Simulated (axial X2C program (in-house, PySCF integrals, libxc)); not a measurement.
**Spin–orbit effects along a row: molecules with S (ions), PBE0**

Calculated with an in-house all-electron X2C program for linear molecules (integrals from PySCF), spin-free (one-electron X2C) or two-component (2c: spin–orbit coupling with atomic mean-field Coulomb and Gaunt terms, which also bring small scalar terms), in Dyall basis sets with cores contracted in-house; open shells are unrestricted.

Basis sets: B dyall-av3z, Be dyall-av3z, F dyall-av3z, Li dyall-av3z, N dyall-av3z, O dyall-av3z, S dyall-av3z.

| molecule | spin-free state | Re (Å) | ωe (cm⁻¹) | De (eV) | 2c state | Re 2c (Å) | ωe 2c (cm⁻¹) | De 2c (eV) |
| --- | --- | --- | --- | --- | --- | --- | --- | --- |
| LiS⁻ | M_S = 0, Λ = 0 | 2.053 | 655.1 | 2.24 | Ω = 0 | 2.054 | 654.9 | 2.24 |
| BeS⁻ | M_S = 1/2, Λ = 0 | 1.809 | 897.6 | 3.85 | Ω = 1/2 | 1.809 | 897.4 | 3.85 |
| BS⁻ | M_S = 0, Λ = 0 | 1.687 | 1000.4 | 6.04 | Ω = 0 | 1.687 | 1000.3 | 6.04 |
| SN⁻ | M_S = 1, Λ = 0 | 1.589 | 960.8 | 4.12 | Ω = 1 | 1.589 | 960.5 | 4.12 |
| SO⁻ | M_S = 1/2, Λ = 1 | 1.576 | 934.6 | 4.30 | Ω = 3/2 | 1.576 | 934.5 | 4.32 |
| SF⁻ | M_S = 0, Λ = 0 | 1.718 | 663.7 | 2.54 | Ω = 0 | 1.719 | 663.4 | 2.54 |

Fragments in 2c: S- + Li, S- + Be, S- + B, S- + N, S- + O, S + F-. Each entry is the lowest single determinant of a limited PBE0 search at one distance. De goes to single-determinant-based atoms at the same level (for ions the charge split of lowest energy) and is withheld (n/a) where an atom does not fit its ground term or J level. Main or longest-lived isotopes. One determinant is a doubtful description, or other states lie close, for SN⁻; these need not be ground states, and all values refer to the states named. Some open-shell Ω = 0 determinants are out of reach, so the Ω given for SN⁻ need not be the lowest component. With several unpaired electrons the Ω given is that of one determinant, not necessarily of the lowest component. Some light 2c atoms are not at their ground J level, so De misses part of their lowering (0.04 eV or less). The functionals have no current term, which raises determinants with orbital currents.
